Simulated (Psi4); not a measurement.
C₄H₁₂Ge (SMILES [CH3][Ge]([CH3])([CH3])[CH3]), singlet, geometry from GFN2-xTB. Base run: SVWN/6-31G in Psi4.

Here is a job for Psi4.
```
memory 2 GB

molecule mol {
0 1
  C    -0.239471   -1.065952   -1.659899
  Ge    0.000000    0.000000   -0.000000
  C    -0.067197    1.936485   -0.440882
  C    -1.452323   -0.437865    1.283704
  C     1.758991   -0.432668    0.817077
  H    -1.195748   -0.846218   -2.125425
  H    -0.206362   -2.129771   -1.443892
  H     0.544068   -0.843403   -2.378233
  H     0.061617    2.540654    0.452343
  H    -1.021103    2.197555   -0.889625
  H     0.718713    2.200370   -1.142433
  H    -2.425299   -0.209483    0.858704
  H    -1.435912   -1.493036    1.540238
  H    -1.342578    0.133616    2.200673
  H     1.819614   -1.487768    1.067186
  H     2.570043   -0.201400    0.132844
  H     1.912947    0.138884    1.727621
}

set basis 6-31g
set reference rks

energy('svwn')
print_variables()
```

Each row names what was changed in the base input (with any setting that the change needs).

```json
[
 {"change": "base", "ΔE vs base (mEh)": "0.000", "SCF cycles": "9", "grid points": "363008", "basis functions": "89"},
 {"change": "basis_guess = sto-3g", "ΔE vs base (mEh)": "0.000", "SCF cycles": "8", "grid points": "363009", "basis functions": "89"},
 {"change": "guess = sapgau", "ΔE vs base (mEh)": "0.000", "SCF cycles": "8", "grid points": "363008", "basis functions": "89"},
 {"change": "dft_radial_scheme = becke", "ΔE vs base (mEh)": "-0.690", "SCF cycles": "9", "grid points": "324738", "basis functions": "89"},
 {"change": "scf_initial_accelerator = ediis", "ΔE vs base (mEh)": "0.000", "SCF cycles": "9", "grid points": "363008", "basis functions": "89"},
 {"change": "df_basis_scf = cc-pvqz-jkfit", "ΔE vs base (mEh)": "0.026", "SCF cycles": "9", "grid points": "363008", "basis functions": "89"},
 {"change": "df_basis_scf = def2-universal-jkfit", "ΔE vs base (mEh)": "-0.022", "SCF cycles": "9", "grid points": "363008", "basis functions": "89"},
 {"change": "dft_spherical_points = 974", "ΔE vs base (mEh)": "-0.003", "SCF cycles": "9", "grid points": "1167309", "basis functions": "89"},
 {"change": "dft_spherical_points = 590", "ΔE vs base (mEh)": "-0.003", "SCF cycles": "9", "grid points": "707748", "basis functions": "89"},
 {"change": "puream = true", "ΔE vs base (mEh)": "9.302", "SCF cycles": "9", "grid points": "363008", "basis functions": "87"},
 {"change": "dft_radial_points = 35", "ΔE vs base (mEh)": "-38.117", "SCF cycles": "9", "grid points": "172399", "basis functions": "89"},
 {"change": "dft_nuclear_scheme = becke", "ΔE vs base (mEh)": "0.001", "SCF cycles": "9", "grid points": "360004", "basis functions": "89"},
 {"change": "scf_initial_accelerator = none", "ΔE vs base (mEh)": "0.000", "SCF cycles": "9", "grid points": "363008", "basis functions": "89"}
]
```
